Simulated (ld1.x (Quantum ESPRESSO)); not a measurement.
**What one change does to a pseudopotential (P (Z = 15), RRKJ)**

```json
{
 "Element": "P",
 "Generator": "ld1.x (Quantum ESPRESSO) 7.5",
 "Type": "norm-conserving RRKJ (Kleinman–Bylander form)",
 "Functional": "PBE",
 "Relativity": "scalar-relativistic",
 "Frozen core": "[Ne]",
 "Valence charge": "5",
 "Reference configuration": "3s2 3p3",
 "Partial waves": "3p (bound): rc 1.30 bohr; 3d channel at 0.1 Ry: rc 1.50 bohr; 3s (bound): rc 1.60 bohr",
 "Local potential": "the s channel",
 "Core correction": "Bessel-smoothed model core inside 1.20 bohr",
 "rho0": "0.02"
}
```

Change: all radii but the core radius scaled by about 1.19 (s 1.90, p 1.54, d 1.78 bohr).

Cutoffs: the cutoffs (Ry, on a coarse ladder) from which the occupation-weighted sum of valence levels, in a spherical-Bessel basis at the reference potential, stays within 10 and 1 mRy of its value at 400 Ry; they do not see the model core or the augmentation charge, which bear on the density cutoff. Errors are all-electron minus pseudo energies relative to the spin-unpolarised reference configuration.

**Question.** Predict the effect on cutoff, ghosts and configuration errors.

**Answer.** The potential gets softer (55 Ry and 70 Ry → 30 Ry and 45 Ry); of the 7 tests that both files solve, the error grows in 5 and shrinks in 1 by more than 15 % and 0.3 meV (median size 9.2 → 6.7 meV); neither file shows a bound ghost. A larger radius leaves more room for a smooth pseudo-wave, so fewer plane waves are needed.

```csv
quantity,base,changed
"cutoff, loose",55 Ry,30 Ry
"cutoff, tight",70 Ry,45 Ry
loose cutoff by channel (10 mRy a level),"p 40 Ry, s 18 Ry","p 8 Ry, s 15 Ry"
bound ghosts,none,none
"error for 3s2 3p2, meV [ΔE 9.73 eV]",+3.1,+4.8
"error for 3s2 3p1, meV [ΔE 28.88 eV]",+20,+34
"error for 3s2 3p0, meV [ΔE 58.62 eV]",+59,+112
"error for 3s1 3p3, meV [ΔE 18.85 eV]",+9.2,+0.8
"error for 3s2 3p3.3, meV [ΔE -1.31 eV]",+0.2,+0.3
"error for 3s1 3p4, meV [ΔE 8.53 eV]",+1.8,-6.7
"error for 3s1 3p0, meV [ΔE 110.62 eV]",+157,+223
```
